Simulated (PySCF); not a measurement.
**Co⁺ (cobalt, charge +1) across methods**

[Ar] 3d7 4s1, 4s spin antiparallel (an excited configuration). Computed with PySCF 2.14 in def2-QZVPPD, with the non-relativistic Hamiltonian (point nucleus). The B2PLYP total includes its PT2 part (frozen core); its orbital energies are those of the SCF part.

```
   method  E (hartree)  mean ε 3d α (eV)  mean ε 3d β (eV)  mean ε 4s β (eV)  Σ⟨r²⟩ (bohr²)   ⟨S²⟩
      LDA    -1379.827           -18.580           -16.210           -12.967          24.77  3.005
     PBE0    -1382.200           -20.886           -18.453           -13.415          24.81  3.005
  r2SCANh    -1382.394           -19.708           -17.374           -13.263          24.77  3.007
  wB97M-V    -1382.356           -23.407           -21.105           -15.499          24.86  3.004
      PBE    -1382.167           -18.278           -16.204           -12.709          24.92  3.004
   r2SCAN    -1382.401           -18.695           -16.500           -12.990          24.80  3.007
   B2PLYP    -1382.160           -23.526           -20.748           -14.076          24.82  3.005
CAM-B3LYP    -1382.511           -22.359           -20.050           -14.775          24.78  3.003
      UHF  -1381.15879           -28.123           -24.480           -14.976          25.07  3.008
```

With the s spin flipped the determinant is a mixture of two multiplicities, not a spectroscopic state.
